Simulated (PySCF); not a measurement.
Atoms are numbered as in `[N:1]#[C:2][c:3]1[cH:4][cH:5][n:6]2[cH:7][cH:8][cH:9][cH:10][c:11]12`. Each H is labelled by its parent atom.

- geometry from GFN2-xTB
- GIAO PBE0/pcSseg-1 shieldings
- run in PySCF 2.14.0 with density-fitted response routines
- no solvent model, one conformer, no relativistic terms

Chemical shifts δ = σref − σ; TMS for ¹³C (186.93 ppm), all at this level.

**Question.** Do the ¹³C shifts follow the atomic charges (in e)? Tabulate both.

**Answer.** 
```json
{"atoms": "C11", "hybridisation": "sp2", "δ (ppm)": "143.2", "σ para (ppm)": "-207", "Hirshfeld": "+0.04", "IAO": "+0.09", "Mulliken": "+0.44", "ESP-fitted": "+0.31"}
{"atoms": "C7", "hybridisation": "sp2", "δ (ppm)": "129.4", "σ para (ppm)": "-190", "Hirshfeld": "+0.01", "IAO": "-0.06", "Mulliken": "+0.25", "ESP-fitted": "-0.31"}
{"atoms": "C4", "hybridisation": "sp2", "δ (ppm)": "127.3", "σ para (ppm)": "-188", "Hirshfeld": "-0.06", "IAO": "-0.17", "Mulliken": "-0.02", "ESP-fitted": "+0.05"}
{"atoms": "C9", "hybridisation": "sp2", "δ (ppm)": "126.3", "σ para (ppm)": "-191", "Hirshfeld": "-0.05", "IAO": "-0.16", "Mulliken": "-0.00", "ESP-fitted": "-0.12"}
{"atoms": "C10", "hybridisation": "sp2", "δ (ppm)": "126.1", "σ para (ppm)": "-191", "Hirshfeld": "-0.04", "IAO": "-0.15", "Mulliken": "-0.05", "ESP-fitted": "-0.33"}
{"atoms": "C2", "hybridisation": "sp", "δ (ppm)": "120.5", "σ para (ppm)": "-192", "Hirshfeld": "+0.06", "IAO": "+0.14", "Mulliken": "+0.08", "ESP-fitted": "+0.57"}
{"atoms": "C8", "hybridisation": "sp2", "δ (ppm)": "119.5", "σ para (ppm)": "-188", "Hirshfeld": "-0.06", "IAO": "-0.18", "Mulliken": "-0.20", "ESP-fitted": "-0.19"}
{"atoms": "C5", "hybridisation": "sp2", "δ (ppm)": "114.8", "σ para (ppm)": "-177", "Hirshfeld": "-0.03", "IAO": "-0.13", "Mulliken": "+0.16", "ESP-fitted": "-0.58"}
{"atoms": "C3", "hybridisation": "sp2", "δ (ppm)": "89.6", "σ para (ppm)": "-162", "Hirshfeld": "-0.04", "IAO": "-0.14", "Mulliken": "-0.30", "ESP-fitted": "-0.56"}
```

Correlation coefficients of δ with charge over these carbons: Hirshfeld +0.38, IAO +0.35, Mulliken +0.76, ESP-fitted +0.55; with the paramagnetic shielding -0.96. Among the 8 sp2 carbons alone: Hirshfeld +0.53, IAO +0.53, Mulliken +0.76, ESP-fitted +0.79. With so few points, grouped by hybridisation, these coefficients are fragile. Charge is one influence among several: hybridisation and low-lying excitations act through the paramagnetic term.

Shifts are as computed. Against solution values, carbons near 30 ppm lie about +3 ppm off and those near 130 ppm about +5 ppm. Of 1211 compounds with measured shifts, 218 miss one by over three times the rms of a fit or turn the order of signals round; such compounds aren't used in these exercises.
